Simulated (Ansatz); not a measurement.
H7OPSi2 (`OP[SiH2][SiH3]`), charge 0, multiplicity 1.

Task: Give a relaxed structure at PBE0-D4/def2-TZVP (Ansatz 0.2.0). (Estimate.)

Result: Computed: 
```xyz
11

O     2.438    1.182    1.148
P     0.896    1.446    0.579
Si    0.447   -0.577   -0.325
Si   -1.860   -0.679   -0.714
H     2.969    1.967    0.995
H     0.161    1.149    1.764
H     0.874   -1.696    0.561
H     1.179   -0.690   -1.617
H    -2.275    0.406   -1.643
H    -2.603   -0.518    0.565
H    -2.225   -1.990   -1.314
```
This is one stationary point; other conformers may exist.
